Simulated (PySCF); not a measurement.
**ZrCl3, doublet: molecular constants**

Level of theory: UPBE in PySCF with Zr def2-SVP with ECP28, Cl def2-SVP; scalar-relativistic core potentials, no spin–orbit coupling; density-fitted integrals.

The structure is a minimum.

Coordinates in bohr (charge 0 multiplicity 2):
```
Zr    0.0000    0.0000    0.0000
Cl    0.0000    0.0000    4.4220
Cl    3.8296    0.0000   -2.2110
Cl   -3.8296    0.0000   -2.2110
```

```json
{"Point group": "D3h", "Bond lengths": "Zr–Cl 2.340 Å (×3)", "Bond angles": "Cl–Zr–Cl 120.0° (×3)", "Lowest empty level (α)": "-3.55 eV", "Dipole moment": "0.00 D", "Atomisation energy without zero-point energy": "1576 kJ/mol", "Principal polarisabilities": "63.0, 77.6, 77.6 bohr³", "Highest occupied level (α)": "-4.99 eV", "Rotational symmetry number": "6", "Zero-point energy": "8.6 kJ/mol", "Spin squared ⟨S²⟩": "0.753", "Entropy at 298.15 K and 1 bar (electronic part: spin only)": "349.6 J/(mol K)", "Rotational constants": "0.05869, 0.05869, 0.02935 cm⁻¹", "Principal quadrupole moments (Buckingham, traceless) about the centre of mass": "-2.32, -2.32, 4.64 D Å", "Enthalpy at 298.15 K above 0 K": "18.48 kJ/mol", "Heat capacity Cp at 298.15 K": "76.3 J/(mol K)"}
```

Harmonic modes (masses in u: Zr 89.905, Cl 34.969):
```
symmetry  ω (cm⁻¹)  IR (km/mol, summed over degenerate members)  μ (u)
    a2''        58                                          5.0  52.12
      e'        88                                          2.4  38.32
     a1'       356                                          0.0  34.97
      e'       424                                          183  46.10
```

In D3h the vibrations span a2'' + 2e' + a1'. The a1' mode carries no infrared intensity, as symmetry demands.

Charges (e):
```csv
atom,Mulliken,Löwdin,polar tensor,spin (Mulliken),Mayer order to Zr1
Zr1,0.55,-0.50,1.47,1.09,–
"Cl2,3,4",-0.18,0.17,-0.49,-0.03,1.35
```

Mulliken populations on Zr1 (electrons outside its core potential): s 2.55, p 6.39, d 2.44, f 0.07.

Outer orbital energies (eV). α occupied: -9.46, -8.69, -8.69, -8.49, -8.49, -8.43, -8.17, -4.99; empty: -3.55, -3.55, -2.33, -2.33. β occupied: -9.43, -9.43, -8.66, -8.66, -8.50, -8.50, -8.43, -8.18; empty: -3.40, -3.13, -3.13, -2.15.

Formally Zr is in oxidation state +3, d1, with 1 unpaired electron. The Mulliken spin on Zr is 1.09. The polar-tensor charge on Zr, 1.47, is far below the formal one.

Only a few start shapes were tried, so a lower isomer may exist. With open d or f shells other occupations or spin states may lie lower.

The final relaxation and frequency run took 23 s on 2 threads of a shared Intel Xeon 6975P-C (Granite Rapids) host, with 85 basis functions and 6 gradients; the process peaked at 0.92 GiB. Launch command: `OMP_NUM_THREADS=2 python axn.py task.json out`.
